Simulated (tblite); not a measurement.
Ga9H7O17 at step 2 of a GFN2-xTB optimisation (tblite, gas phase), coordinates in Å:

```
  1 Ga   -1.6923   -0.9739    0.0409
  2 Ga   -1.7757    3.9618    0.0577
  3 Ga   -3.1838    1.4904    0.0632
  4 Ga    1.1215   -1.0436    0.1146
  5 Ga    2.6559   -3.5447    0.2693
  6 Ga   -0.2794   -3.4919    0.0597
  7 Ga    1.1133    3.8910    0.1093
  8 Ga    2.3976    1.5319    0.1073
  9 Ga   -0.3275    1.4658    0.0559
 10 O    -3.4613   -0.1965   -0.9084
 11 O    -1.9319   -2.8482   -0.9126
 12 O    -2.0031    0.6391    1.0371
 13 O    -0.4217   -0.1929   -0.9383
 14 O    -0.4937   -2.0018    1.0398
 15 O    -1.9927    2.4574   -0.9382
 16 O    -3.4507    3.2951    1.0297
 17 O    -0.4039    5.0545   -0.9151
 18 O    -0.4306    3.3592    1.0395
 19 O     2.6477   -0.1208   -0.9434
 20 O     1.1157   -2.8958   -0.9342
 21 O     1.1289    0.6676    1.0255
 22 O     2.5727   -1.9973    0.9697
 23 O     4.0261   -4.5147    0.9385
 24 O     1.0353   -4.5850    1.0167
 25 O     1.1179    2.4411   -0.9671
 26 O     2.6146    3.2966    0.9645
 27 H     4.7437   -5.0667    0.6322
 28 H    -3.9390    3.5779    1.8063
 29 H    -2.4381   -3.1057   -1.6835
 30 H     3.1417   -0.5085   -1.6656
 31 H    -0.3872    5.6215   -1.6834
 32 H    -3.9326   -0.5144   -1.6790
 33 H     1.1127   -5.1496    1.7911
```

The bonding changed from the starting structure during the optimisation; the coordinates given are those used.

Task: What are the forces on the atoms (eV/Å)?

Result: 
```
  1 Ga    0.15   -0.43   -0.15
  2 Ga    0.42   -0.50   -0.31
  3 Ga    0.50   -0.16   -0.41
  4 Ga    0.82   -0.80    0.09
  5 Ga   -0.23   -0.55    0.63
  6 Ga    0.68    0.44   -0.48
  7 Ga   -0.19   -0.47    0.39
  8 Ga   -0.16   -0.02   -0.21
  9 Ga   -0.02   -0.35   -0.24
 10 O     0.02    0.37    0.82
 11 O     0.19    0.10    0.81
 12 O     0.20   -0.33    0.68
 13 O     0.52    0.50   -0.44
 14 O    -0.49    0.40    0.59
 15 O    -0.24    0.06   -0.59
 16 O     0.03    0.01   -0.73
 17 O    -0.11   -0.27    0.98
 18 O     0.24   -0.01    0.65
 19 O    -0.33    0.90    0.61
 20 O     0.09   -0.30   -0.37
 21 O    -0.42   -0.22    0.61
 22 O    -0.09    1.35    0.47
 23 O    -0.82    0.33   -0.43
 24 O    -0.33   -0.10   -0.51
 25 O    -0.51   -0.30   -0.92
 26 O     0.28    0.05   -0.56
 27 H    -0.11    0.06   -0.30
 28 H     0.03   -0.01    0.20
 29 H     0.02   -0.07   -0.24
 30 H     0.18    0.15   -0.20
 31 H    -0.05    0.08   -0.33
 32 H    -0.08    0.08   -0.26
 33 H    -0.18    0.03    0.17
```
